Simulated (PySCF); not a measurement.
Geometry:
```json
{"atom": "C1", "x (Å)": "2.581", "y (Å)": "0.279", "z (Å)": "-0.811"}
{"atom": "O2", "x (Å)": "1.357", "y (Å)": "0.302", "z (Å)": "-0.100"}
{"atom": "C3", "x (Å)": "0.298", "y (Å)": "-0.216", "z (Å)": "-0.737"}
{"atom": "O4", "x (Å)": "0.369", "y (Å)": "-0.665", "z (Å)": "-1.851"}
{"atom": "C5", "x (Å)": "-0.959", "y (Å)": "-0.165", "z (Å)": "0.123"}
{"atom": "C6", "x (Å)": "-1.223", "y (Å)": "1.289", "z (Å)": "0.533"}
{"atom": "C7", "x (Å)": "-0.724", "y (Å)": "-1.024", "z (Å)": "1.372"}
{"atom": "C8", "x (Å)": "-2.127", "y (Å)": "-0.713", "z (Å)": "-0.689"}
{"atom": "H9", "x (Å)": "2.849", "y (Å)": "-0.749", "z (Å)": "-1.098"}
{"atom": "H10", "x (Å)": "2.515", "y (Å)": "0.884", "z (Å)": "-1.727"}
{"atom": "H11", "x (Å)": "3.339", "y (Å)": "0.695", "z (Å)": "-0.137"}
{"atom": "H12", "x (Å)": "-2.135", "y (Å)": "1.343", "z (Å)": "1.147"}
{"atom": "H13", "x (Å)": "-1.372", "y (Å)": "1.930", "z (Å)": "-0.349"}
{"atom": "H14", "x (Å)": "-0.386", "y (Å)": "1.695", "z (Å)": "1.117"}
{"atom": "H15", "x (Å)": "-1.621", "y (Å)": "-1.010", "z (Å)": "2.010"}
{"atom": "H16", "x (Å)": "-0.518", "y (Å)": "-2.071", "z (Å)": "1.101"}
{"atom": "H17", "x (Å)": "0.125", "y (Å)": "-0.646", "z (Å)": "1.960"}
{"atom": "H18", "x (Å)": "-3.047", "y (Å)": "-0.692", "z (Å)": "-0.086"}
{"atom": "H19", "x (Å)": "-2.292", "y (Å)": "-0.118", "z (Å)": "-1.599"}
{"atom": "H20", "x (Å)": "-1.938", "y (Å)": "-1.749", "z (Å)": "-1.005"}
```

Geometry: PBE0-D3(BJ)/def2-SVP; GIAO absolute shieldings from PySCF 2.14, gas phase, non-relativistic, averaged over equivalent atoms.

At PBE0/def2-SVP (172 basis functions, 32 s wall time on 1 thread of an x86-64 server CPU, shared host):
```
                              atoms  σ (ppm)
                                 C3     21.0
                                 C1    144.7
                                 C5    157.3
                           C6/C7/C8    165.9
                                 O4    -68.2
                                 O2    177.4
                         H9/H10/H11    27.94
H12/H13/H14/H15/H16/H17/H18/H19/H20    30.31
```

Predict the values at PBE0/6-311+G(2d,p) on the same geometry.

Results:


| atoms | σ at PBE0/6-311+G(2d,p) | change |
| --- | --- | --- |
| C3 | 5.5 | -15.5 |
| C1 | 135.8 | -8.9 |
| C5 | 146.1 | -11.2 |
| C6/C7/C8 | 159.0 | -6.9 |
| O4 | -83.7 | -15.5 |
| O2 | 154.2 | -23.2 |
| H9/H10/H11 | 28.02 | +0.08 |
| H12/H13/H14/H15/H16/H17/H18/H19/H20 | 30.40 | +0.09 |

The largest change is at O2 (ester alkoxy oxygen). Cost: 288 basis functions, 68 s wall time on 1 thread of an Arm Neoverse V1, shared host. The order of the carbon signals is the same at both levels.
